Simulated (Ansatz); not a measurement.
Consider the ligand exchange at the Si–O bond: `[SiH3]OC([SiH3])S` + `[OH][Al]([F])[SH]` → `[F][Al]([SH])[O][SiH3]` + `OC([SiH3])S`.

Calculated with Ansatz (gas phase, PBE0-D4/def2-TZVP geometries, no zero-point term in ΔE). CCSD(T)/CBS is the MP2 limit (def2-TZVPP, def2-QZVPP) plus CCSD(T) − MP2 in def2-TZVPP, frozen cores. DFT in def2-TZVPP. Each species was taken in one conformer, which may not be the lowest.

`[SiH3]OC([SiH3])S`:

```xyz
13

Si    0.130    0.979    2.035
O     0.514    0.593    0.468
C    -0.411    0.093   -0.462
Si    0.522   -0.498   -2.004
S    -1.482   -1.229    0.175
H     1.203    1.907    2.463
H     0.116   -0.207    2.925
H    -1.194    1.655    2.085
H    -1.137    0.870   -0.740
H     1.293   -1.711   -1.629
H     1.449    0.562   -2.479
H    -0.460   -0.825   -3.067
H    -0.542   -2.189    0.230
```

`[OH][Al]([F])[SH]`:

Cartesian coordinates in Å:
```
O 1.066 0.990 -1.032
Al 0.265 0.185 0.206
F 0.798 0.406 1.742
S -1.428 -1.124 -0.135
H 0.843 0.934 -1.958
H -1.544 -1.392 1.177
```

`[F][Al]([SH])[O][SiH3]`:

```xyz
9

F     0.286    2.757    0.907
Al    0.132    1.580   -0.225
S     0.088    2.188   -2.296
O     0.015   -0.019    0.229
Si   -0.094   -1.509    0.877
H    -0.043    0.916   -2.712
H     1.235   -1.934    1.388
H    -1.073   -1.510    1.995
H    -0.545   -2.470   -0.163
```

`OC([SiH3])S`:

Z-matrix (Å, degrees):
```
C
Si 1 1.905
S 1 1.793 2 107.2
O 1 1.419 2 112.4 3 120.8
H 1 1.097 2 109.0 3 -116.0
H 2 1.485 1 110.6 3 75.2
H 2 1.484 1 110.0 3 -47.3
H 2 1.490 1 106.7 3 -165.9
H 3 1.345 1 97.6 2 -162.5
H 4 0.963 1 108.2 2 56.1
```

| level | ΔE (kJ/mol) |
| --- | --- |
| PBE-D4 | -2.8 |
| r2SCAN | -7.9 |
| HF/def2-TZVPP | -23.2 |
| CCSD/def2-TZVPP | -11.9 |
| HF/def2-QZVPP | -24.6 |
| MP2/def2-QZVPP | -6.5 |
| SCS-MP2/def2-QZVPP | -10.3 |
| HF/CBS(def2) | -24.8 |

(1) What does CCSD(T)/CBS give? (Best estimate.)

Largest T1 diagnostic among the species: 0.012.

Answers

(1) Ansatz gave: -8.6 kJ/mol. The listed levels differ from it by 5.8, 0.7, -14.6, -3.3, -16.0, 2.1, -1.7, -16.2 kJ/mol.

The D4 term adds +7.1 kJ/mol with B3LYP and +3.8 kJ/mol with PBE0; it sums over pairs of atoms, weighted by their polarisabilities, and B3LYP, whose exchange is more repulsive, gets the larger term. From PBE to PBE0 (25 % exact exchange), in def2-TZVPP and without D4, ΔE moves by −3.4 kJ/mol. In def2-TZVPP, CCSD(T) changes the Hartree–Fock value by +14.4 kJ/mol (the triples alone add +3.0 kJ/mol) and MP2 by +17.1 kJ/mol.

B3LYP here is the variant with VWN-RPA as its local correlation; programs differ in this.
